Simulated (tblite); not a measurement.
Compound: C₅H₈NO (doublet state).
SMILES with atom numbers: `[CH2:1][N:2]1[CH2:3][CH2:4][CH2:5][C:6]1=[O:7]` (hydrogens: H8, H9 on C1; H10, H11 on C3; H12, H13 on C4; H14, H15 on C5)

Structure used (GFN2-xTB), in Å, numbered top down from 1:
```
atom  x, y, z in Å
C1     2.2165    0.0457    0.1629
N2     0.8708    0.0840    0.0925
C3     0.0462   -1.1018    0.1908
C4    -1.3111   -0.6539   -0.3569
C5    -1.3366    0.8395   -0.0417
C6     0.1289    1.2357   -0.0348
O7     0.6006    2.3544   -0.1105
H8     2.7122   -0.8973    0.2614
H9     2.7447    0.9744    0.1063
H10    0.4878   -1.9227   -0.3781
H11   -0.0319   -1.4088    1.2411
H12   -1.3452   -0.8077   -1.4361
H13   -2.1363   -1.1999    0.0961
H14   -1.8970    1.4300   -0.7641
H15   -1.7541    1.0363    0.9491
```

Structure optimised with GFN2-xTB, isolated species. This method treats the open shell by occupation alone, without spin polarisation.

Masses are those of the commonest isotopes; rigid-rotor values at the optimised geometry. The values belong to one conformer with, in the numbering `[CH2:1][N:2]1[CH2:3][CH2:4][CH2:5][C:6]1=[O:7]`, H–C1–N2–C3 2° and -178°, C1–N2–C3–C4 -163°, N2–C3–C4–C5 -28°, C3–C4–C5–C6 28°, C4–C5–C6–O7 163°.

(1) Give the principal moments of inertia and the rotational constants in MHz.

(2) What kind of rotor is it?

(3) Is it planar, by Δ = Ic − Ia − Ib?

(4) List the rotational levels J(Ka,Kc) to J = 5 (cm⁻¹).

Results:

(1) Ia = 129.23, Ib = 159.44, Ic = 275.83 u·Å²; 505379 MHz·u·Å²/I gives A = 3911, B = 3170, C = 1832 MHz.

(2) An asymmetric top; Ray's κ = 0.287.

(3) Not planar: Δ = Ic − Ia − Ib = -12.85 u·Å². For a rigid frame Δ = −2 Σ m c², so Σ m c² = 6.42 u·Å² lies off the ab plane: 5.15 from hydrogen and 1.28 from heavier atoms. The atom farthest from that plane is 1.31 Å away.

(4) Above 0(0,0):
J = 1: 1(0,1) 0.1668, 1(1,1) 0.1916, 1(1,0) 0.2362
J = 2: 2(0,2) 0.4729, 2(1,2) 0.4806, 2(1,1) 0.6145, 2(2,1) 0.6886, 2(2,0) 0.7163
J = 3: 3(0,3) 0.8984, 3(1,3) 0.9000, 3(1,2) 1.1543, 3(2,2) 1.1892, 3(2,1) 1.2918, 3(3,1) 1.4385, 3(3,0) 1.4519
J = 4: 4(0,4) 1.4437, 4(1,4) 1.4440, 4(1,3) 1.8222, 4(2,3) 1.8328, 4(2,2) 2.0522, 4(3,2) 2.1400, 4(3,1) 2.2080, 4(4,1) 2.4445, 4(4,0) 2.4499
J = 5: 5(0,5) 2.1107, 5(1,5) 2.1107, 5(1,4) 2.6053, 5(2,4) 2.6077, 5(2,3) 2.9621, 5(3,3) 2.9995, 5(3,2) 3.1721, 5(4,2) 3.3380, 5(4,1) 3.3756, 5(5,1) 3.7090, 5(5,0) 3.7109
Those of J = 1 are B + C, A + C and A + B.

For this open shell read J as N, the rotation without spin; fine and hyperfine splittings come on top. Its GFN2-xTB frequencies are all real (lowest 130 cm⁻¹). Constants of a rigid frame at the computed geometry: no zero-point averaging, no centrifugal distortion.

The run took 0.2 s of wall time on an AMD EPYC 9R45 with one thread, shared host with 96 logical CPUs at a one-minute load of 51. This is the geometry optimisation.
